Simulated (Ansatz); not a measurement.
Two isomers of CH9BSi3: A = `[SiH3]C1B[SiH2][SiH2]1`, B = `C[SiH2][SiH]1B[SiH2]1`.

Calculated with Ansatz (gas phase, PBE0-D4/def2-TZVP geometries, no zero-point term in ΔE). CCSD(T)/CBS adds triple-zeta CCSD(T) − MP2 to the extrapolated MP2 energy (def2 sets, frozen cores). Functionals use def2-TZVPP. B3LYP here is the variant with VWN-RPA as its local correlation; programs differ in this. Each species was taken in one conformer, which may not be the lowest.

Question: Which isomer does CCSD(T)/CBS put lower? Give the gap. (Best estimate.)

Answer: The calculation gave: A, by 17.9 kcal/mol.

Question: Give E(B) − E(A) in kcal/mol with PBE0-D4, PBE-D4, B3LYP-D4, B3LYP, CCSD(T)/def2-TZVPP, HF/def2-TZVPP, MP2/def2-TZVPP. (Best estimate.)

Answer: The calculation gave: PBE0-D4 16.9, PBE-D4 14.0, B3LYP-D4 16.7, B3LYP 15.0, CCSD(T)/def2-TZVPP 17.5, HF/def2-TZVPP 21.9, MP2/def2-TZVPP 19.4. None reverses the order clearly.

Largest T1 diagnostic: 0.015.

The D4 term adds +1.8 kcal/mol with B3LYP and +0.8 kcal/mol with PBE0; it sums over pairs of atoms, weighted by their polarisabilities, and B3LYP, whose exchange is more repulsive, gets the larger term. From PBE to PBE0 (25 % exact exchange), in def2-TZVPP and without D4, E(B) − E(A) moves by +3.1 kcal/mol.
